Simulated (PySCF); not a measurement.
## [WO4]2-: computed shieldings and shifts

[WO4]2-, [O4W]2-, point group Td.

Bonds: W1-O2 1.792 Å, W1-O3 1.792 Å, W1-O4 1.792 Å, W1-O5 1.792 Å.

Total charge -2.

GIAO calculations in PySCF on the PBE0-D3(BJ)/def2-SVP structure: isolated species, scalar relativity only through the core potential, equivalent atoms averaged; basis pcSseg-1 (def2-TZVP on W).

(1) Give the isotropic shieldings (ppm) with KT2, PBE0.

(2) And the chemical shifts, against references computed in the same way?

(3) Which part of the shielding of O2/O3/O4/O5 depends on the functional?

## Answers

(1) 
| atoms | environment | KT2 | PBE0 |
| --- | --- | --- | --- |
| O2/O3/O4/O5 | oxygen bonded to W | -149.1 | -167.3 |
| HOMO–LUMO gap (eV) | – | 4.42 | 6.63 |

(2) 
```json
{"atoms": "O2/O3/O4/O5", "nucleus, reference": "¹⁷O, H2O", "KT2": "479.7", "PBE0": "501.8"}
```

(3) Diamagnetic: KT2 405, PBE0 404 ppm; paramagnetic: KT2 -554, PBE0 -571 ppm. The diamagnetic part, set mainly by inner electrons, hardly moves; the paramagnetic part goes with low-lying magnetically allowed excitations and carries the spread.

The ion is multiply charged and has no counter-ions or solvent here.

W is described by an effective core potential, so it has no shielding of its own here; spin–orbit effects on the atoms bonded to it, which can be large, are absent, and the values of these neighbours are rough. Unscaled 17O shifts of doubly bonded oxygen tend to come out too high, by tens of ppm or more. Experimental scales use liquid or dissolved standards, which lie at an offset from isolated H2O (liquid H2O: subtract about 36 ppm).
